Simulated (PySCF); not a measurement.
Xenon: a sound run and one with changed settings

Sound run: Xe [Xe], Xe⁺ [Kr] 4d10 5s2 5p5. All numbers are calculated (PySCF 2.14, a scalar-relativistic core potential, in def2-SVP with the def2 core potential (28 electrons)). In the sound run the correlated levels freeze 4s2 4p6 4d10 outside the core potential. The sound run starts from symmetry-adapted Hartree-Fock orbitals and uses a fine grid where one is needed.

Changed run: a valence shell is frozen. This setting is unsound on purpose.

```
species   method  sound run (hartree)  changed run (hartree)  converged
     Xe      MP2           -328.44335             -328.40370        yes
     Xe  CCSD(T)           -328.46336             -328.41347        yes
    Xe⁺      MP2           -327.99284             -327.94886        yes
    Xe⁺  CCSD(T)           -328.01505             -327.95896        yes
```

Ionisation energy of Xe:

| method | sound run (eV) | changed run (eV) |
| --- | --- | --- |
| UHF | 11.466 | 11.466 |
| MP2 | 12.259 | 12.377 |
| SCS-MP2 | 12.187 | 12.334 |
| CCSD | 12.163 | 12.322 |
| CCSD(T) | 12.199 | 12.368 |

Freezing a valence shell removes pair correlation that changes on ionisation.

For comparison, NIST gives 12.130 eV between the lowest levels.
